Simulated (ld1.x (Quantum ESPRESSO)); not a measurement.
# mercury: excitation energies, all-electron against TM semilocal

```json
{
 "Element": "mercury (Hg)",
 "Generator": "ld1.x (Quantum ESPRESSO) 7.5",
 "Type": "norm-conserving Troullier–Martins (semilocal form)",
 "Functional": "PBEsol",
 "Relativity": "scalar-relativistic",
 "Frozen core": "[Xe] 4f14",
 "Valence charge": "12",
 "Reference configuration": "5d10 6s2 6p0",
 "Partial waves": "6s (bound): rc 1.95 bohr; 5d (bound): rc 1.40 bohr; 6p (bound, empty): rc 2.35 bohr",
 "Local potential": "the p channel",
 "Core correction": "a·sin(br)/r model core inside 1.10 bohr"
}
```

Energies are relative to the spin-unpolarised reference configuration 5d10 6s2 6p0; without spin polarisation the order of configurations can differ from experiment.

```csv
valence configuration,charge,ΔE all-electron (eV),error AE − PS (meV)
5d10 6s1 6p0,+1,10.740,-12
5d9 6s0 6p0,+3,65.298,-69
5d10 6s0 6p2,0,12.711,-11
5d8 6s0 6p0,+4,115.081,-243
5d10 6s1 6p1,0,6.128,-4.0
```

(1) What are ΔE and the potential's error for 5d10 6s1.5 6p0?

(2) What are ΔE and the potential's error for 5d10 6s0 6p0?

Levels in the configuration 5d9 6s0 6p0:

| level | all-electron (eV) | pseudo (eV) |
| --- | --- | --- |
| 5d | -42.505 | -42.572 |

Answers

(1) ΔE = 4.382 eV all-electron; the error (AE − PS) is -3.2 meV.

(2) ΔE = 29.744 eV all-electron; the error (AE − PS) is -54 meV.
